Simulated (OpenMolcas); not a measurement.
Computed levels of 4d3 in ions with 39 electrons, in cm-1 above 4F 3/2.

```yaml
Program: OpenMolcas
Method: XMS-CASPT2, IPEA 0.25 Eh, imaginary shift 0.1 Eh
Basis: ANO-RCC-VTZP
Scalar_Hamiltonian: DKH2, point nucleus
Spin-orbit_coupling: RASSI with atomic mean-field integrals over the reference wave functions, term energies averaged over their components
```

Active space for each ion: 3 electrons in 10 orbitals (4d 5d); closed shells correlated by CASPT2: 4s 4p.

| Level | Tc4+ | Ru5+ | Pd7+ |
| --- | --- | --- | --- |
| 4F 5/2 | 1060 | 1418 | 2460 |
| 4F 7/2 | 2380 | 3150 | 5300 |
| 4F 9/2 | 3860 | 5040 | 8220 |
| 4P 1/2 | 12210 | 13840 | 17010 |
| 4P 3/2 | 12230 | 13790 | 16610 |
| 4P 5/2 | 13910 | 16050 | 20690 |
| 2G 7/2 | 14560 | 16730 | 21050 |
| 2G 9/2 | 15440 | 17740 | 22220 |
| 2P 1/2 | 17870 | 20840 | 26690 |

Task: Estimate 4F 9/2, 4P 1/2, 4P 3/2 for Rh6+ from its neighbours Ru5+ and Pd7+.

Result: 4F 9/2 is fine structure, which grows about as the fourth power of a screened charge, so the fourth roots are averaged: ((5040^0.25 + 8220^0.25) / 2)^4 = 6485. The calculation gives 6450, so the estimate is off by +0.5 %.
4P 1/2 is another term, which grows about linearly with the charge: (13840 + 17010) / 2 = 15425. The calculation gives 15410, so the estimate is off by +0.1 %.
4P 3/2 is another term, which grows about linearly with the charge: (13790 + 16610) / 2 = 15200. The calculation gives 15230, so the estimate is off by -0.2 %.

Mixed levels, with the weight of the term that names them: Ru5+ 2G 9/2 (73 %), Rh6+ 2G 9/2 (66 %), Pd7+ 2G 9/2 (58 %).

Term energies are means over components that CASPT2 splits; among the terms shown or strongly mixed into the levels shown the widest spread is 2200 cm-1 (4d3 4F, Rh6+). Active for correlation alone: 5d; no level in the range computed is led by a configuration that fills it, so any true level of that kind is missing. Levels of configurations outside the active space are missing.
